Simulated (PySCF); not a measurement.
# Dipole moment and polarisability of `C#C[Si@H](N)O`

Species: C₂H₅NOSi.
Structure used (GFN2-xTB), in Å, numbered top down from 1:
```xyz
10
C2H5NOSi angstrom
C      2.344    0.921   -0.177
C      1.209    0.595    0.048
Si    -0.541    0.050    0.390
N     -0.887   -1.586    0.004
O     -1.567    0.854   -0.589
H      3.336    1.212   -0.373
H     -0.822    0.272    1.808
H     -1.156   -1.804   -0.941
H     -0.311   -2.315    0.387
H     -1.596    1.805   -0.578
```

Level: CAM-B3LYP/def2-SVPD (PySCF), static field, nuclei fixed, core orbitals frozen in the response. The polarisability tensor in these axes (au):

```
x   71.11  7.72 -3.16
y    7.72 54.56 -1.17
z   -3.16 -1.17 48.86
```

Q: Give the principal values, the mean and the anisotropy Δα = √{½[(α1 − α2)² + (α2 − α3)² + (α1 − α3)²]}.

A: Principal values 48.41, 51.52 and 74.59 au; mean 58.17 au = 8.62 Å³ = 9.59 × 10⁻⁴⁰ C²·m²/J; Δα = 24.77 au (43 % of the mean).

Q: What is the dipole moment, and where does it point?

A: (1.26, 0.40, -0.22) D, 1.34 D in size, pointing from the negative to the positive side. Measured along this direction, the outermost atoms are H8 at the negative end and H6 at the positive end.

Q: What are the principal values of the traceless quadrupole moment, Θ = ½Σq(3rr − r²1), about the centre of nuclear charge?

A: -4.97, -1.89, 6.86 D·Å. The values depend on the origin, since the dipole doesn't vanish. The electronic extent ⟨r²⟩ about the same centre is 577 bohr², a root-mean-square distance of 1.87 Å for the 46 electrons.

Q: Find the Langevin capture rate constant for H3O+ (19.018 u) meeting this molecule (87.014 u), k = 2.342 × 10⁻⁹ cm³/s × √(α in Å³ / reduced mass in u).

A: The reduced mass is 15.61 u, so k = 1.74 × 10⁻⁹ cm³/s. The formula leaves out the permanent dipole, which adds to the capture rate.

Q: In TDDFT the mean static polarisability is Σ f/ω² over all singlet excitations (ω in hartree). How much of it do the 8 lowest give? Their energies (eV) and oscillator strengths: 6.03, 0.0008; 6.28, 0.0116; 6.37, 0.0062; 6.67, 0.0384; 6.96, 0.0087; 7.58, 0.0029; 7.66, 0.0317; 7.98, 0.0699.

A: They add up to 2.37 au, 4.1 % of the 58.17 au; the largest single term is 0.81 au, from the state at 7.98 eV. Terms in order: 0.02, 0.22, 0.11, 0.64, 0.13, 0.04, 0.40, 0.81 au. Higher excitations give the rest. The strengths listed sum to 0.170.

Q: Rayleigh depolarisation ratio (linearly polarised light, static tensor)?

A: ρ = 3Δα²/(45ᾱ² + 4Δα²) = 1841.1/(152291 + 2454.7) = 0.0119.

Q: In a dilute gas of rigid molecules at 350 K, how does the orientational term μ²/3kT compare with the electronic polarisability?

A: In Gaussian units μ²/3kT = 12.35 Å³ against 8.62 Å³, a ratio of 1.43; the Debye molar polarisation (4π/3)N_A(α + μ²/3kT) is 52.9 cm³/mol, leaving out the vibrational part.

The structure is a single GFN2-xTB conformer in the gas phase; no vibrational or solvent corrections.
